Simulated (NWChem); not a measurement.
# BHClF; SMILES FBCl

```xyz
4

B     -0.5351    -0.5572     0.0000
H     -1.7222    -0.7465     0.0000
F      0.2948    -1.5725     0.0000
Cl     0.1167     1.0616     0.0000
```
Atoms are numbered in this order, from 1.

Results from NWChem. Pople sets run with spherical d functions. Structure relaxed at the PBE0/def2-SVP level. Vzz is the largest principal value of the second derivative of the potential at the nucleus (NWChem prints the opposite sign); η is the asymmetry. Non-relativistic.

```csv
level,Vzz B1 (a.u.),η B1,Vzz Cl4 (a.u.),η Cl4,relative time
Hartree-Fock/cc-pVTZ,0.429,0.50,1.874,0.57,6
Hartree-Fock/def2-TZVP,0.430,0.51,2.034,0.58,3
CAM-B3LYP/6-31G*,0.358,0.61,1.932,0.60,1
CAM-B3LYP/def2-SVP,0.354,0.54,1.860,0.63,1
```

Relative times are rough (shared machine, one core).
